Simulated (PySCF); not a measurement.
**How the method changes the constants of NaTe⁺**

State: ³Σ⁻ (triplet), unpaired electrons π ↑↑. Set-up: PySCF, spin-free X2C with a Gaussian nucleus, basis sets Na x2c-SVPall, Te x2c-SVPall. De refers to Na⁺ + Te in their high-spin ground configurations, without counterpoise correction. The functionals are run spin-unrestricted. A positive dipole points towards Te; it is taken about the centre of mass and depends on that origin.

| Level | Re (Å) | ωe (cm⁻¹) | De (eV) | μ (D) |
| --- | --- | --- | --- | --- |
| UHF | 3.221 | 136 | 0.69 | -10.69 |
| UHF-MP2 | 3.215 | 140 | 0.72 | n/a |
| UHF-SCS-MP2 | 3.218 | 139 | 0.72 | n/a |
| UHF-CCSD | 3.217 | 140 | 0.73 | n/a |
| UHF-CCSD(T) | 3.216 | 140 | 0.74 | n/a |
| PBE | 3.146 | 145 | 0.85 | -9.70 |
| r²SCAN | 3.171 | 141 | 0.74 | -10.23 |
| M06-L | 3.265 | 123 | 0.70 | -10.67 |
| PBE0 | 3.142 | 145 | 0.79 | -9.97 |
| BHandHLYP | 3.128 | 149 | 0.80 | -9.98 |
| M06-2X | 3.116 | 148 | 0.78 | -10.04 |
| LC-ωPBE | 3.136 | 145 | 0.73 | -10.24 |

(1) Which functional lies closest to UHF-CCSD(T) in De, which farthest, and by how much do they differ from it?

(2) What does a quarter of exact exchange do here, going from PBE to PBE0?

(3) What does the step from GGA to meta-GGA do here, going from PBE to r²SCAN?

Correlated steps freeze 19 core orbitals. Correlated levels converge slowly with the basis: in double zeta they bind strong bonds too weakly, by up to about 1 eV, and carry superposition errors of some tenths. Spin–orbit coupling is left out, which matters for elements this heavy, above all for dissociation energies. For an ion De counts to the pair picked by the measured ionisation energies or electron affinities, which need not be the lowest pair at this level. The state is the lowest determinant that a PBE0 search found; another state may lie lower at other levels.

The whole job (state search and all levels along the bond) took about 0.98 min on 1 thread of AMD EPYC 9R45 96-Core (shared host), peak memory 0.61 GiB.

Answers

(1) Closest is r²SCAN (-4.5 pm in Re, +0.7 % in ωe, +0.00 eV in De against UHF-CCSD(T) in the same basis), farthest PBE (-7.0 pm in Re, +3.6 % in ωe, +0.11 eV in De). CCSD(T) converges more slowly with the basis than the functionals do and binds too weakly in this one, so the order can change at the basis-set limit.

(2) PBE0 less PBE: -0.4 pm in Re, +0.0 % in ωe, -0.06 eV in De. Exact exchange removes part of the self-interaction that spreads semilocal densities, and in most molecules shortens and stiffens the bond and lowers De; so it does here.

(3) r²SCAN less PBE: +2.5 pm in Re, -2.8 % in ωe, -0.11 eV in De.
